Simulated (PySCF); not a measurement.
How far are cheaper levels from CCSD(T)/CBS for RbBr?

PySCF; the state is a singlet (closed shell). The composite is CCSD(T) extrapolated to the basis-set limit from two correlation-consistent sets, with core-valence (CV) and scalar-relativistic (SR) terms as its label shows; it has no spin–orbit coupling and nothing beyond (T). Here it is CCSD(T)/CBS(DT). It gives Re = 2.958 Å, ωe = 168 cm⁻¹ and De = 3.93 eV to Rb + Br.

| level | basis | relativity | Re (Å) | ωe (cm⁻¹) | De (eV) |
| --- | --- | --- | --- | --- | --- |
| RHF | def2-SVP | scalar-relativistic core potentials | 3.059 | 166 | 2.97 |
| RHF | x2c-TZVPPall | spin-free X2C | 3.031 | 160 | 3.01 |
| RHF-MP2 | x2c-TZVPPall | spin-free X2C | 2.933 | 172 | 4.00 |
| RHF-SCS-MP2 | x2c-TZVPPall | spin-free X2C | 2.952 | 169 | 3.92 |
| RHF-CCSD | def2-SVP | scalar-relativistic core potentials | 3.015 | 174 | 3.45 |
| PBE | def2-SVP | scalar-relativistic core potentials | 2.997 | 169 | 3.80 |
| PBE | x2c-TZVPPall | spin-free X2C | 2.943 | 166 | 3.92 |
| PBEsol | x2c-TZVPPall | spin-free X2C | 2.908 | 172 | 4.09 |
| B97-3 | def2-SVP | scalar-relativistic core potentials | 3.014 | 169 | 3.90 |
| BHandHLYP | def2-SVP | scalar-relativistic core potentials | 3.004 | 173 | 3.70 |

Task: Give the difference of each row from the composite.

Result: 

```
      level         basis  ΔRe (pm)  Δωe (%)  ΔDe (eV)
        RHF      def2-SVP     +10.1     -1.2     -0.96
        RHF  x2c-TZVPPall      +7.3     -4.8     -0.92
    RHF-MP2  x2c-TZVPPall      -2.5     +2.4     +0.07
RHF-SCS-MP2  x2c-TZVPPall      -0.6     +0.6     -0.01
   RHF-CCSD      def2-SVP      +5.7     +3.6     -0.48
        PBE      def2-SVP      +3.9     +0.6     -0.13
        PBE  x2c-TZVPPall      -1.5     -1.2     -0.01
     PBEsol  x2c-TZVPPall      -5.0     +2.4     +0.16
      B97-3      def2-SVP      +5.6     +0.6     -0.03
  BHandHLYP      def2-SVP      +4.6     +3.0     -0.23
```

Task: Which rows come closest in De?

Result: RHF-SCS-MP2 in x2c-TZVPPall (-0.01 eV); PBE in x2c-TZVPPall (-0.01 eV), counted from the composite.

Measured (Huber and Herzberg, Constants of Diatomic Molecules (1979)): Re = 2.944744 Å, ωe = 169.46 cm⁻¹; the composite is off by +13.2 mÅ and -1.7 cm⁻¹.

Correlated steps freeze the inner cores (9 to 28 orbitals); shallow outer-core shells are correlated. Correlated levels converge slowly with the basis: in double zeta they bind strong bonds too weakly, by up to about 1 eV, and carry superposition errors of some tenths. Where the molecule has an RHF reference, its open-shell atoms are computed with UHF.
